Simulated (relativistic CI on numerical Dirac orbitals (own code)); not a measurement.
## Radial parameters of Sb XXXI

Calculated at this level of theory: Dirac-Coulomb-Breit CI, orbitals from a KLI potential per configuration, a model potential for QED, unscaled Slater integrals (own radial code, finite nucleus).

Slater integrals F^k, G^k are unscaled and averaged over j, outside the closed core [Ne]; ζ comes from projecting the Hamiltonian with its Breit term on Σ l·s of the shell.

- 3s2 3p6 3d3: F^2(3d,3d) = 377040, F^4(3d,3d) = 243200, ζ(3d) = 38377 cm⁻¹; <r>(3d) = 0.2702, <r^2>(3d) = 0.0848 (bohr units).
- 3s2 3p5 3d4: ζ(3p) = 295680, F^2(3d,3d) = 376200, F^4(3d,3d) = 242630, F^2(3p,3d) = 329520, G^1(3p,3d) = 356390, G^3(3p,3d) = 236580, ζ(3d) = 37874 cm⁻¹; <r>(3p) = 0.3018, <r^2>(3p) = 0.1052, <r>(3d) = 0.2707, <r^2>(3d) = 0.08515 (bohr units).
- 3s 3p6 3d4: F^2(3d,3d) = 375860, F^4(3d,3d) = 242410, G^2(3s,3d) = 268410, ζ(3d) = 38142 cm⁻¹; <r>(3s) = 0.3087, <r^2>(3s) = 0.1086, <r>(3d) = 0.2709, <r^2>(3d) = 0.08529 (bohr units).

Q: Give the Racah parameters of the d shell in 3s2 3p6 3d3.

A: B = F²/49 − 5F⁴/441 = 4937 cm⁻¹ and C = 35F⁴/441 = 19301 cm⁻¹.

Averages of the first 10 configurations, taken without configuration mixing, which lowers the lowest level and can move excited configurations by several eV; other configurations of the list can lie among them:

```
 Configuration  Parity  States  Average energy above the lowest level (eV)
   3s2 3p6 3d3    even     120                                        27.3
   3s2 3p5 3d4     odd    1260                                       235.1
    3s 3p6 3d4    even     420                                       399.2
3s2 3p6 3d2 4s    even      90                                       741.0
3s2 3p6 3d2 4p     odd     270                                       800.7
3s2 3p6 3d2 4d    even     450                                       880.9
3s2 3p5 3d3 4s     odd    1440                                       942.5
3s2 3p6 3d2 4f     odd     630                                       950.7
3s2 3p5 3d3 4p    even    4320                                      1002.3
 3s 3p6 3d3 4s    even     480                                      1107.9
```
